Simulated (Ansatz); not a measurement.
Relaxation of FGeH₄NO₂ (9 atoms, charge 0, multiplicity 1), to a largest force component of 0.015 eV/Å in at most 40 steps.

All numbers below come from RKS revPBE-D4/def2-SVP (Ansatz).

```xyz
9
Properties=species:S:1:pos:R:3
N -0.162 0.185 -1.390
Ge 0.050 0.106 0.439
O 0.707 -1.493 0.827
O -1.436 0.327 1.278
F 1.168 1.359 0.938
H -0.564 1.210 -1.593
H 0.759 0.164 -1.842
H 1.642 -1.506 0.351
H -2.076 -0.398 0.974
```

Problem. Where does it end, and by what steps?

Solution. The run converged. The force dipped under the threshold on the way, but the program's further checks kept it going. After 18 steps the energy has fallen by 0.493 eV; H8 moved furthest, 0.89 Å.

```json
{"step": "0", "energy less start (eV)": "0.0000", "largest force component (eV/Å)": "2.796", "accepted": "yes"}
{"step": "1", "energy less start (eV)": "-0.3321", "largest force component (eV/Å)": "1.047", "accepted": "yes"}
{"step": "2", "energy less start (eV)": "-0.3822", "largest force component (eV/Å)": "0.259", "accepted": "yes"}
{"step": "3", "energy less start (eV)": "-0.3931", "largest force component (eV/Å)": "0.284", "accepted": "yes"}
{"step": "4", "energy less start (eV)": "-0.3936", "largest force component (eV/Å)": "0.701", "accepted": "yes"}
{"step": "5", "energy less start (eV)": "-0.3941", "largest force component (eV/Å)": "0.726", "accepted": "yes"}
{"step": "6", "energy less start (eV)": "-0.3958", "largest force component (eV/Å)": "0.686", "accepted": "yes"}
{"step": "7", "energy less start (eV)": "-0.3590", "largest force component (eV/Å)": "2.162", "accepted": "no"}
{"step": "8", "energy less start (eV)": "-0.4123", "largest force component (eV/Å)": "0.202", "accepted": "yes"}
{"step": "9", "energy less start (eV)": "-0.4253", "largest force component (eV/Å)": "0.341", "accepted": "yes"}
{"step": "10", "energy less start (eV)": "-0.4487", "largest force component (eV/Å)": "0.291", "accepted": "yes"}
{"step": "11", "energy less start (eV)": "-0.4509", "largest force component (eV/Å)": "0.202", "accepted": "yes"}
{"step": "12", "energy less start (eV)": "-0.4757", "largest force component (eV/Å)": "0.140", "accepted": "yes"}
{"step": "13", "energy less start (eV)": "-0.4501", "largest force component (eV/Å)": "0.545", "accepted": "no"}
{"step": "14", "energy less start (eV)": "-0.4853", "largest force component (eV/Å)": "0.078", "accepted": "yes"}
{"step": "15", "energy less start (eV)": "-0.4907", "largest force component (eV/Å)": "0.041", "accepted": "yes"}
{"step": "16", "energy less start (eV)": "-0.4927", "largest force component (eV/Å)": "0.014", "accepted": "yes"}
{"step": "17", "energy less start (eV)": "-0.4928", "largest force component (eV/Å)": "0.136", "accepted": "yes"}
{"step": "18", "energy less start (eV)": "-0.4931", "largest force component (eV/Å)": "0.010", "accepted": "yes"}
```

```xyz
9
Properties=species:S:1:pos:R:3
N -0.290 0.348 -1.457
Ge 0.147 0.095 0.297
O 1.003 -1.471 0.346
O -1.292 0.201 1.349
F 1.204 1.303 1.021
H -0.596 1.305 -1.664
H 0.482 0.107 -2.090
H 1.433 -1.588 1.215
H -2.003 -0.347 0.965
```

Whether the end is a true minimum wasn't checked by a vibrational analysis.

The run took 47 s on 2 threads of Arm Neoverse V1, with other jobs on the host, peak memory 0.15 GiB.
